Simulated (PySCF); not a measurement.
Electronic absorption of C6H12Se

Compound: C6H12Se.
SMILES: `CCCC(=[Se])CC`

Method: TDDFT PBE0/def2-SVPD, vertical, gas phase, core orbitals frozen in the response (PySCF). Geometry: PBE0-D3(BJ)/def2-SVP, one conformer, isolated molecule. The PBE0/def2-SVPD calculation is non-relativistic and has no spin–orbit coupling, an omission that weighs most on selenium. Torsions of this conformer, `[CH3:1][CH2:2][CH2:3][C:4](=[Se:5])[CH2:6][CH3:7]`: C1–C2–C3–C4 62°, C2–C3–C4–Se5 66°, C3–C4–C6–C7 177°.

**Question.** Predict the UV-vis stick spectrum at this level.

**Answer.** 

```json
{"state": "S1", "E (eV)": "2.23", "ν̃ (cm⁻¹)": "17960", "f": "0.0001", "main configurations (H = HOMO, L = LUMO)": "H→L (100%)"}
{"state": "S2", "E (eV)": "4.94", "ν̃ (cm⁻¹)": "39840", "f": "0.187", "main configurations (H = HOMO, L = LUMO)": "H-1→L (93%)"}
{"state": "S3", "E (eV)": "5.47", "ν̃ (cm⁻¹)": "44080", "f": "0.057", "main configurations (H = HOMO, L = LUMO)": "H→L+1 (92%)"}
{"state": "S4", "E (eV)": "5.58", "ν̃ (cm⁻¹)": "45020", "f": "0.0056", "main configurations (H = HOMO, L = LUMO)": "H-2→L (90%)"}
{"state": "S5", "E (eV)": "5.84", "ν̃ (cm⁻¹)": "47100", "f": "0.0035", "main configurations (H = HOMO, L = LUMO)": "H→L+2 (82%), H→L+5 (10%)"}
{"state": "S6", "E (eV)": "6.01", "ν̃ (cm⁻¹)": "48510", "f": "0.0032", "main configurations (H = HOMO, L = LUMO)": "H-3→L (96%)"}
```

The lowest singlet lies at 2.23 eV (557 nm, visible) and is dark (f under 0.0005); its leading configuration is HOMO→LUMO (100%). The most intense listed level is S2 at 4.94 eV (251 nm, f = 0.187), 2.71 eV above S1. Löwdin shares by element: HOMO selenium 76%, carbon 11% or more; LUMO carbon 49% or more, selenium 39%. The listed states span 3.79 eV, and the widest gap between neighbours is 2.71 eV (S1 to S2). Of the 6 states listed, 2 reach f = 0.01 and 1 stays under 0.0005. Orbital energies (eV): HOMO-3 -9.51, HOMO-2 -9.26, HOMO-1 -7.47, HOMO -5.98, LUMO -2.13, LUMO+1 0.47, LUMO+2 1.02. S1 lies in the visible range (380 to 750 nm), at 557 nm, dark in the vertical dipole picture (f under 0.0005); light of that wavelength is green, and its complementary colour is purple. Singlets were solved by full linear response.

On x86-64 server, one thread, no GPU (shared host), this took 76 s of wall time.
